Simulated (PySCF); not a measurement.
Level of theory: PBE0-D3(BJ)/def2-TZVPD (PySCF). All species are isolated molecules in the gas phase. One relaxed conformer stands for a flexible species; it need not be the lowest. 

Reference species (SMILES): `[CH]([Al-][Cl])=O` (lower singlet; O–C–Al–Cl torsion 120°) (charge -1, multiplicity 1).

| Property | Result |
|---|---|
| HOMO | -0.44 eV |

Changed species: `[Cl][Al-][Cl]` (lower singlet) (X = chloro, multiplicity 1; the reference has X = formyl, multiplicity 1).

What does the change do to the HOMO?

the HOMO falls by 0.52 eV, to -0.96 eV.
